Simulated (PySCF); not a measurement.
## Excitation energy of Cr²⁺ by level of theory

Cr²⁺ [Ar] 3d4 (5D) → Cr²⁺ [Ar] 3d3 4p1 (high-spin determinant), as a difference of total energies. All numbers are calculated (PySCF 2.14, the non-relativistic Hamiltonian (point nucleus), in def2-TZVPPD (6s6p4d2f1g, 67 functions)). Correlated levels: valence and next inner shell: [Ne] frozen. The calculations carry no spin-orbit coupling.

| method | excitation energy (eV) |
| --- | --- |
| UHF | 11.272 |
| MP2 (valence and next inner shell) | 12.102 |
| SCS-MP2 (valence and next inner shell) | 11.800 |
| CCSD (valence and next inner shell) | 11.857 |
| CCSD(T) (valence and next inner shell) | 11.854 |

Q: How much does correlation contribute at CCSD(T) (valence and next inner shell)?

A: 11.854 − (11.272) = 0.582 eV, measured against UHF.

A first-order spin-orbit estimate (lowest level to lowest level, LS coupling) adds -0.050 eV.

The determinant of the upper state mixes LS terms, which raises its energy above the lowest term, most at the Hartree-Fock and MP2 levels.
